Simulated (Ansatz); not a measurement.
Relaxation of BFH$_{5}$OSi (9 atoms, charge 1, multiplicity 1), to a largest force component of 0.02 eV/Å in at most 50 steps.

All numbers below come from RKS B3LYP-D4/def2-SVPD in Ansatz 0.2.0.

```xyz
9
Properties=species:S:1:pos:R:3
O 0.515 1.386 -0.715
B 0.684 0.239 0.138
F 1.860 0.307 0.674
Si -0.750 -1.190 0.440
H -0.288 1.589 -1.221
H -0.098 -0.625 0.040
H -1.591 -1.154 -0.761
H -0.140 -2.492 0.645
H -1.527 -0.732 1.589
```

Problem. Where does it end, and by what steps?

Solution. It converged. After 16 steps the energy has fallen by 8.718 eV; H7 moved furthest, 0.78 Å. The start is strongly strained (largest force component 26 eV/Å), so its close contacts needn't be bonds. Parted: B2–Si4 (2.05 → 2.78 Å).

```json
{"step": "0", "energy less start (eV)": "0.0000", "largest force component (eV/Å)": "26.099", "accepted": "yes"}
{"step": "1", "energy less start (eV)": "-5.7708", "largest force component (eV/Å)": "10.023", "accepted": "yes"}
{"step": "2", "energy less start (eV)": "-7.9594", "largest force component (eV/Å)": "2.943", "accepted": "yes"}
{"step": "3", "energy less start (eV)": "-8.4791", "largest force component (eV/Å)": "1.332", "accepted": "yes"}
{"step": "4", "energy less start (eV)": "-8.5903", "largest force component (eV/Å)": "1.309", "accepted": "yes"}
{"step": "5", "energy less start (eV)": "-8.6781", "largest force component (eV/Å)": "0.167", "accepted": "yes"}
{"step": "6", "energy less start (eV)": "-8.6898", "largest force component (eV/Å)": "0.155", "accepted": "yes"}
{"step": "7", "energy less start (eV)": "-8.6970", "largest force component (eV/Å)": "0.173", "accepted": "yes"}
{"step": "8", "energy less start (eV)": "-8.7029", "largest force component (eV/Å)": "0.238", "accepted": "yes"}
{"step": "9", "energy less start (eV)": "-8.7064", "largest force component (eV/Å)": "0.412", "accepted": "yes"}
{"step": "10", "energy less start (eV)": "-8.7098", "largest force component (eV/Å)": "0.389", "accepted": "yes"}
{"step": "11", "energy less start (eV)": "-8.7109", "largest force component (eV/Å)": "0.416", "accepted": "yes"}
{"step": "12", "energy less start (eV)": "-8.7120", "largest force component (eV/Å)": "0.428", "accepted": "yes"}
{"step": "13", "energy less start (eV)": "-8.7164", "largest force component (eV/Å)": "0.233", "accepted": "yes"}
{"step": "14", "energy less start (eV)": "-8.7181", "largest force component (eV/Å)": "0.055", "accepted": "yes"}
{"step": "15", "energy less start (eV)": "-8.7184", "largest force component (eV/Å)": "0.026", "accepted": "yes"}
{"step": "16", "energy less start (eV)": "-8.7185", "largest force component (eV/Å)": "0.003", "accepted": "yes"}
```

```xyz
9
Properties=species:S:1:pos:R:3
O 0.873 1.580 -0.797
B 0.700 0.585 0.024
F 1.400 0.245 1.062
Si -1.004 -1.548 0.522
H 0.316 1.788 -1.559
H -0.333 -0.192 -0.231
H -2.092 -1.678 -0.467
H 0.133 -2.481 0.433
H -1.329 -0.973 1.841
```

Whether the end is a true minimum wasn't checked by a vibrational analysis.

Time of the run: 47 s on 2 threads of AMD EPYC 7R43 64-Core Processor (Zen 3), on a shared host, peak memory 0.29 GiB.
